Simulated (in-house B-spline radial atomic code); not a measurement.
How numerical settings move a run on the calcium ion Ca²⁺, [Ne] 3s2 3p6. Computed with an all-electron radial atomic-structure program (B-spline basis): non-relativistic BLYP, spherical fractional occupations, point nucleus.

Command:
```bash
python run_scf.py task.json out
```
Settings of the sound reference run:
```
Z                20
electrons        18
configuration    [Ne] 3s2 3p6
hamiltonian      nr
method           b88,lyp
spin_polarised   False
knot_spacing     0.22
spline_order     8
gauss_points     12
box_radius       22.22
max_iterations   70
damping          0.5
damped_steps     3
diis_vectors     10
tolerance        1e-08
start            Thomas-Fermi
```

Run time, properties included: 0.22 s on 1 thread of Arm Neoverse N1, with other jobs on the host.

It converges in 9 iterations to -676.919557 hartree, with 3p at -42.9057 eV. The other runs change the listed settings, some to values that make no sense; their results aren't properties of the atom or ion. Radii are in bohr (the nuclear one in fm), a minus after a letter asks for a j subshell, and «unchanged» means within 1e-8 hartree. The run stops when the residual is below 10 × tolerance × max(1, Z/10), or a noise floor if that is larger, and the energy moves by less than 1e-8 × √|E| hartree; so very loose and very tight tolerances often act alike.

| changed settings | outcome |
| --- | --- |
| max_iterations = 2, diis_vectors = 20 | not converged after 2 iterations, last residual 2.1e-01, last energy +1.36e+00 hartree from the reference |
| box_radius = 88.88 | converged in 9 iterations, energy unchanged |
| max_iterations = 3 | not converged after 3 iterations, last residual 5.8e-02, last energy +1.05e-01 hartree from the reference |
| box_radius = 6.67 | converged in 9 iterations, energy +2.19e-06 hartree from the reference, 3p level +1.4e-04 eV (the program warns: 3p reaches the box edge) |
| electrons = 19, configuration = [Ne] 3s2 3p6 2f1, max_iterations = 60 | stopped with error: there is no 2f shell |
| max_iterations = 5 | not converged after 5 iterations, last residual 7.7e-03, last energy +2.01e-03 hartree from the reference |
| box_radius = 11.11 | converged in 9 iterations, energy -2.57e-08 hartree from the reference, 3p level +1.4e-06 eV |
| gauss_points = 3 | converged in 9 iterations, energy -1.63e+05 hartree from the reference, 3p level +6.6e+00 eV |
| box_radius = 1.33 | converged in 8 iterations, energy +2.26e+01 hartree from the reference, 3p level +1.2e+02 eV (the program warns: 3p has a positive eigenvalue: unbound, held by the box; 3s has a positive eigenvalue: unbound, held by the box) |
| electrons = 26, configuration = [Ne] 3s2 3p6 5s2 5p6, max_iterations = 50 | converged in 16 iterations to -676.3872 hartree, a different physical problem (warning: 5s has a positive eigenvalue: unbound, held by the box) |
| knot_spacing = 0.55, max_iterations = 50, diis_vectors = 2 | converged in 12 iterations, energy +7.29e-03 hartree from the reference, 3p level +2.0e-04 eV |
| box_radius = 3.33 | converged in 9 iterations, energy +6.53e-02 hartree from the reference, 3p level +1.2e+00 eV (the program warns: 3p reaches the box edge; 3s reaches the box edge) |
| box_radius = 0.89 | converged in 7 iterations, energy +1.07e+02 hartree from the reference, 3p level +4.6e+02 eV (the program warns: 3p has a positive eigenvalue: unbound, held by the box; 3s has a positive eigenvalue: unbound, held by the box) |
| max_iterations = 8 | not converged after 8 iterations, last residual 1.2e-06, last energy +0.00e+00 hartree from the reference |

(1) What happens with spline_order = 7, box_radius = 2.22, max_iterations = 3?

(2) What happens with gauss_points = 4?

(3) What happens with box_radius = 2.22?

(4) What happens with hamiltonian = dirac, method = hf, spin_polarised = True, nucleus = fermi, rms_radius = 3.4776, mass_number = 40, atomic_mass = 39.96259, speed_of_light = 137.036?

Answers

(1) Not converged after 3 iterations, last residual 2.6e-02, last energy +1.59e+00 hartree from the reference.

(2) Converged in 9 iterations, energy -1.25e-07 hartree from the reference, 3p level +6.3e-07 eV.

(3) Converged in 8 iterations, energy +1.57e+00 hartree from the reference, 3p level +1.5e+01 eV (the program warns: 3p reaches the box edge; 2p reaches the box edge).

(4) Stopped with error: spin polarisation is not served with the Dirac Hamiltonian.
